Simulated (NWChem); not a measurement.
Program: NWChem. System: C2H5F, charge 0, spin multiplicity 3, at the geometry of a parent with another charge or spin, in a state set for the comparison that need not be this species' ground state. Its SCF solution wasn't tested for a lower state. Level: ROCR-CCSD(T)/def2-SVP, 3 core orbitals frozen.

Job file:

```
start mol
memory heap 100 mb stack 700 mb global 1900 mb
geometry units angstroms nocenter noautoz
  C     -1.177100     0.266809     0.000000
  C      0.318768     0.447774     0.000000
  F      0.948222    -0.773853     0.000000
  H     -1.683493     1.244029     0.000000
  H     -1.501669    -0.290655    -0.891199
  H     -1.501669    -0.290655     0.891199
  H      0.651412     1.007229     0.892239
  H      0.651412     1.007229    -0.892239
  symmetry group Cs
end
basis spherical
  * library def2-svp
end
scf
  rohf
  nopen 2
  maxiter 100
  thresh 1e-7
  semidirect memsize 60000000 filesize 0
  # guess.movecs holds the orbitals of an unrestricted PBE0 run
  vectors input guess.movecs swap 12 13 output mol.movecs
end
tce
  freeze core 3
  cr-ccsd(t)
  2eorb
  2emet 13
  thresh 1e-6
  maxiter 100
  tilesize 24
end
task tce energy
```

Part of the output:

```
             Northwest Computational Chemistry Package (NWChem) 7.3.0
             --------------------------------------------------------

                                NWChem Input Module
                                -------------------

 Scaling coordinates for geometry "geometry" by  1.889725989
 (inverse scale =  0.529177249)

 Turning off AUTOSYM since
 SYMMETRY directive was detected!

                             Geometry "geometry" -> ""
                             -------------------------

 Output coordinates in angstroms (scale by  1.889725989 to convert to a.u.)

  No.       Tag          Charge          X              Y              Z
 ---- ---------------- ---------- -------------- -------------- --------------
    1 C                    6.0000    -1.17710000     0.26680900     0.00000000
    2 C                    6.0000     0.31876800     0.44777400     0.00000000
    3 F                    9.0000     0.94822200    -0.77385300     0.00000000
    4 H                    1.0000    -1.68349300     1.24402900     0.00000000
    5 H                    1.0000    -1.50166900    -0.29065500    -0.89119900
    6 H                    1.0000    -1.50166900    -0.29065500     0.89119900
    7 H                    1.0000     0.65141200     1.00722900     0.89223900
    8 H                    1.0000     0.65141200     1.00722900    -0.89223900

 Effective nuclear repulsion energy (a.u.)      79.3992749377

            Nuclear Dipole moment (a.u.)
            ----------------------------
        X                 Y               Z
 ---------------- ---------------- ----------------
    -0.0000018897    -0.0000037795     0.0000000000

      Symmetry information
      --------------------

 Group name             Cs
 Group number              2
 Group order               2
 No. of unique centers     6

      Symmetry unique atoms

     1    2    3    4    5    7


 Summary of "ao basis" -> "" (spherical)
 ------------------------------------------------------------------------------
       Tag                 Description            Shells   Functions and Types
[...]
 tile_dim =     20

 -------------------------------------------------
   1    alpha     a'     7 doubles       0       1
   2    alpha     a'     1 doubles       7       2
   3    alpha     a"     2 doubles       8       3
   4    alpha     a"     1 doubles      10       4
   5    beta      a'     7 doubles      11       5
   6    beta      a"     2 doubles      18       6
   7    alpha     a'    16 doubles      20       7
   8    alpha     a'    17 doubles      36       8
   9    alpha     a"    20 doubles      53       9
  10    beta      a'     1 doubles      73      10
  11    beta      a'    16 doubles      74      11
  12    beta      a'    17 doubles      90      12
  13    beta      a"     1 doubles     107      13
  14    beta      a"    20 doubles     108      14

 Global array virtual files algorithm will be used

 Parallel file system coherency ......... OK

 4-electron integrals stored in orbital form

 v2    file size   =          2060506
 4-index algorithm nr.  13 is used
 imaxsize =       30
 imaxsize ichop =        0


CCSD iterations
 ---------------------------------------------------------
 Iter          Residuum       Correlation     Cpu    Wall
 ---------------------------------------------------------
    1   0.1949181427557  -0.4998389891406     0.7     0.7
    2   0.0466444701741  -0.5113845958192     1.0     1.0
    3   0.0234314093415  -0.5202184616267     1.2     1.2
    4   0.0101573106096  -0.5225784578473     1.2     1.2
    5   0.0096691356523  -0.5229831660448     1.2     1.2
    6   0.0030498174523  -0.5238528286299     1.2     1.2
    7   0.0043206669629  -0.5238530440407     1.2     1.2
    8   0.0018025779513  -0.5240127849663     0.7     0.7
    9   0.0031320342552  -0.5239705027114     1.0     1.0
   10   0.0021351388960  -0.5240864778966     1.0     1.0
   11   0.0005249883247  -0.5241295009892     1.0     1.0
   12   0.0004901599991  -0.5241649102248     1.0     1.0
   13   0.0003465758124  -0.5241425332958     0.8     0.8
   14   0.0003671555324  -0.5241561739123     0.7     0.7
   15   0.0002934209041  -0.5241444450192     0.7     0.7
   16   0.0001004814881  -0.5241417588815     0.7     0.7
   17   0.0000801581419  -0.5241448540214     1.0     1.0
   18   0.0000451945932  -0.5241492621566     1.1     1.1
   19   0.0000422516816  -0.5241483362631     1.1     1.1
   20   0.0000294152750  -0.5241511564283     0.9     0.9
   21   0.0000144029676  -0.5241527526061     0.7     0.7
   22   0.0000131146908  -0.5241522385777     0.8     0.8
   23   0.0000096175072  -0.5241520828982     0.8     0.8
   24   0.0000116997640  -0.5241521102137     0.9     0.9
   25   0.0000106465505  -0.5241519953481     0.9     0.9
   26   0.0000032614928  -0.5241519083200     0.9     0.9
   27   0.0000022556079  -0.5241518636524     0.7     0.7
   28   0.0000020268608  -0.5241519821933     0.7     0.7
   29   0.0000032226172  -0.5241519763069     0.7     0.7
   30   0.0000096862972  -0.5241520327977     0.7     0.7
   31   0.0000007600928  -0.5241521201265     0.7     0.7
 -----------------------------------------------------------------
 Iterations converged
 CCSD correlation energy / hartree =        -0.524152120126540
 CCSD total energy / hartree       =      -178.076881100073990

 Singles contributions
    13a"  (beta ) ---     8a"  (beta )       -0.1746700731

 Doubles contributions
 CR-CCSD(T)

 CR-CCSD[T]  correction energy / hartree =        -0.015106476616145
 CR-CCSD[T] correlation energy / hartree =        -0.539258596742685
 CR-CCSD[T] total energy / hartree       =      -178.091987576690144
 CR-CCSD(T)  correction energy / hartree =        -0.013324524322006
 CR-CCSD(T) correlation energy / hartree =        -0.537476644448546
 CR-CCSD(T) total energy / hartree       =      -178.090205624395992

 Task  times  cpu:       78.6s     wall:       78.6s

 Total times  cpu:       78.7s     wall:       78.7s
```
